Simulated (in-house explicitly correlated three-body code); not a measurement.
Results of a calculation; reference values are marked as such.
Two electrons around a charge Z: highest levels of functionals against the exact one

The exact non-relativistic ground state comes from a variational code in 260 exponentially correlated functions, the Kohn-Sham parts from inverting its density (past Z = 6 the correlation energy is taken as exact minus Hartree-Fock, equal to within microhartrees), and self-consistent runs (Hartree-Fock is restricted) from a B-spline radial code. Z may be fractional; the second electron is bound down to Z = 0.911.

The exact Kohn-Sham level equals minus the binding energy. «Unbound» marks a run whose level isn't bound or that didn't converge.

| Z | exact (eV) | Hartree-Fock (eV) | AM05 (eV) | PBEsol (eV) | PBE0 (eV) | B3LYP VWN-RPA (eV) |
| --- | --- | --- | --- | --- | --- | --- |
| 0.915 | -0.02697 | -0.5209 | unbound | unbound | unbound | unbound |
| 1.09 | ? | ? | ? | ? | ? | ? |
| 1.23 | -3.81 | -4.28 | unbound | unbound | -1.137 | -1.026 |
| 1.38 | -6.592 | -7.041 | -1.664 | -1.678 | -3.193 | -3.065 |
| 1.68 | -14 | -14.41 | -7.018 | -7.053 | -9.157 | -8.992 |
| 1.94 | -22.39 | -22.78 | -13.64 | -13.7 | -16.31 | -16.1 |
| 2.14 | -30.1 | -30.48 | -19.98 | -20.07 | -23.06 | -22.82 |
| 2.64 | -54.13 | -54.49 | -40.58 | -40.74 | -44.7 | -44.35 |
| 3.04 | ? | ? | ? | ? | ? | ? |
| 3.36 | -100.7 | -101 | -82.16 | -82.46 | -87.8 | -87.28 |

(1) What belongs in the row Z = 3.04?

(2) What belongs in the row Z = 1.09?

(3) Why do the levels of the functionals lie above the exact one?

Answers

(1) exact (eV): -78.25; Hartree-Fock (eV): -78.59; AM05 (eV): -61.94; PBEsol (eV): -62.18; PBE0 (eV): -66.9; B3LYP VWN-RPA (eV): -66.46.

(2) exact (eV): -1.772; Hartree-Fock (eV): -2.264; AM05 (eV): unbound; PBEsol (eV): unbound; PBE0 (eV): unbound; B3LYP VWN-RPA (eV): unbound.

(3) Semilocal exchange-correlation potentials fall off faster than the exact −1/r, since they don't cancel the electron's repulsion by itself; hybrids restore a share of the tail, and range-separated ones all of it at long range. Hartree-Fock has the tail but lacks relaxation and correlation.
